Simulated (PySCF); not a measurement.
**Si²⁺: ionisation energy**

Si²⁺ [Ne] 3s2 → Si³⁺ [Ne] 3s1 [3s1/2^1, M_J = 1/2], as a difference of total energies. Computed with PySCF 2.14 in x2c-TZVPPall-2c (5s6p3d1f, 45 functions), with the two-component X2C-1e Hamiltonian. Correlated levels: [Ne] frozen; the 6 highest virtual spinors dropped. "Screened" scales the spin-orbit matrix elements by Boettger's factors to mimic the two-electron term; Breit and QED terms are absent.

| method | ionisation energy (eV) |
| --- | --- |
| GHF (screened spin-orbit) | 32.042 |
| GMP2 (screened spin-orbit) | 32.900 |

**Question.** How much does correlation contribute at GMP2 (screened spin-orbit)?

**Answer.** 32.900 − (32.042) = 0.858 eV, measured against GHF (screened spin-orbit).

Errors of the correlated levels include the incompleteness of this basis and the frozen core.

MP2 underrates the near-degeneracy of ns² with np² in the lower species.

For comparison: 33.493 eV (measured; NIST Atomic Spectra Database, ionization energies).
